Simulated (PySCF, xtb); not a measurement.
HNaO, SMILES [OH][Na].

xtb 6.7.1 with GFN2-xTB at its own geometry gives an orbital gap of 1.15 eV and a dipole moment of 5.10 D.

Geometry optimised at PBE0-D3(BJ)/def2-TZVPD. The isomer is the one that the SMILES or the coordinates give; other isomers of the formula were not compared.

What does PySCF with M06-2X/def2-TZVPD give? (Estimate from the structure and the level; the computed values follow.)

gap 5.63 eV (levels -6.92 and -1.29 eV), dipole 6.66 D.
